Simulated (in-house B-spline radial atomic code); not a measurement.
**Two electrons outside the 1s2 core: B+**

Computed with an all-electron radial atomic-structure program (B-spline basis): configuration interaction (CI) of the two valence electrons in the field of the frozen Dirac-Fock core, alone and with many-body perturbation theory for the core (screened one- and two-electron correlation potentials), Breit and QED terms; no-pair Dirac Hamiltonian, finite nucleus. Labels give the configuration (outer n counted up each series) and the leading LS term, or the jj pair where no LS term holds 70 %.

Command:
```bash
python run_mb.py task.json out
```
Settings (nuclear radius in fm, box in bohr, cutoff in hartree):
```
basis_form          3
Z                   5
core_configuration  1s2
rms_radius          2.406
mass_number         11
speed_of_light      137.036
box_radius          30.0
lmax                6
intervals           68
virtual_cutoff      300.0
```

Time taken, with all properties: 2 min on 1 thread of Arm Neoverse N1 (shared host).

Excitation energies (cm⁻¹):

| level | purity of the LS term | CI alone | CI + MBPT + Breit + QED | Landé g of the LS mixture | measured (NIST) |
| --- | --- | --- | --- | --- | --- |
| 2s2 1S0 | 1.0 | 0 | 0 | - | 0 |
| 2s2p 3P°0 | 1.0 | 37615 | 37309 | - | 37336 |
| 2s2p 3P°1 | 1.0 | 37625 | 37314 | 1.50 | 37342 |
| 2s2p 3P°2 | 1.0 | ? | ? | ? | ? |
| 2s2p 1P°1 | 1.0 | 74248 | 73459 | 1.00 | 73397 |
| 2p2 3P0 | 1.0 | ? | ? | ? | ? |
| 2p2 3P1 | 1.0 | 99947 | 98908 | 1.50 | 98920 |
| 2p2 3P2 | 1.0 | 99967 | 98919 | 1.50 | 98933 |
| 2p2 1D2 | 1.0 | 103102 | 102371 | 1.00 | 102363 |
| 2p2 1S0 | 1.0 | 128212 | 127789 | - | 127661 |
| 2s3s 3S1 | 1.0 | 129574 | 129746 | 2.00 | 129773 |
| 2s3s 1S0 | 1.0 | 137810 | 137667 | - | - |

**Question.** Where does 2s2p 3P°2 lie?

**Answer.** 37646 cm⁻¹ in CI alone and 37328 cm⁻¹ with all corrections; g = 1.50; measured 37358 cm⁻¹.

**Question.** Where does 2p2 3P0 lie?

**Answer.** 99937 cm⁻¹ in CI alone and 98900 cm⁻¹ with all corrections; measured 98911 cm⁻¹.

**Question.** What is the first ionisation energy?

**Answer.** 25.15 eV to the 2s1/2 state of the next ion (25.118 eV from CI alone). NIST lists 25.15483 ± 5e-05 eV (measured).

Some electric-dipole lines (reduced elements in atomic units, length form; vacuum wavelengths from the computed energies):

| upper | lower | D bare (size) | D with core polarisation (size) | λ (nm) | A (s⁻¹) |
| --- | --- | --- | --- | --- | --- |
| 2s2p 3P°1 | 2s2 1S0 | 0.000449 | 0.000445 | 268 | 6.9 |
| 2s2p 1P°1 | 2s2 1S0 | 2.13 | 2.12 | 136.13 | 1.2e+09 |
| 2p2 3P1 | 2s2p 3P°0 | 1.36 | 1.35 | 162.34 | 2.9e+08 |
| 2p2 3P1 | 2s2p 3P°1 | 1.18 | 1.17 | 162.35 | 2.2e+08 |
| 2p2 3P2 | 2s2p 3P°1 | 1.52 | 1.51 | 162.32 | 2.2e+08 |
| 2p2 1D2 | 2s2p 3P°1 | 0.00378 | 0.00376 | 153.71 | 1.6e+03 |
| 2p2 1S0 | 2s2p 3P°1 | 0.000415 | 0.000414 | 110.53 | 2.6e+02 |
| 2s3s 3S1 | 2s2p 3P°0 | 0.475 | 0.476 | 108.18 | 1.2e+08 |
| 2s3s 3S1 | 2s2p 3P°1 | 0.822 | 0.826 | 108.19 | 3.6e+08 |
| 2s3s 1S0 | 2s2p 3P°1 | 0.000125 | 0.000126 | 99.648 | 32 |

Weak lines are less accurate than strong ones.
